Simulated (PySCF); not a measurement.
How methods differ on the ionisation energy of Hf²⁺

Hf²⁺ [Xe] 4f14 5d2 (3F) → Hf³⁺ [Xe] 4f14 5d1 (2D), as a difference of total energies. Computed with PySCF 2.14 in cc-pVQZ-PP with ECP60MDF, with a scalar-relativistic core potential. Correlated levels: valence: 5s2 5p6 frozen. The calculations carry no spin-orbit coupling.

| method | ionisation energy (eV) | difference from reference (eV) |
| --- | --- | --- |
| UHF | 21.545 | -1.005 |
| LDA | 22.577 | +0.027 |
| PBE | 22.583 | +0.033 |
| PBE0 | 22.506 | -0.044 |
| r2SCAN | 22.486 | -0.064 |
| wB97X | 22.013 | -0.537 |
| BHandHLYP | 22.341 | -0.209 |
| wB97M-V | 22.190 | -0.360 |
| MN15 | 22.058 | -0.492 |
| MP2 (valence) | 21.646 | -0.904 |
| SCS-MP2 (valence) | 21.578 | -0.972 |

Reference: 22.55 ± 0.04 eV (theoretical estimate listed by NIST; NIST Atomic Spectra Database, ionization energies).

The reference lies between the lowest fine-structure levels, while these numbers refer to the centres of the terms.

Errors of the correlated levels include the incompleteness of this basis and the frozen core.
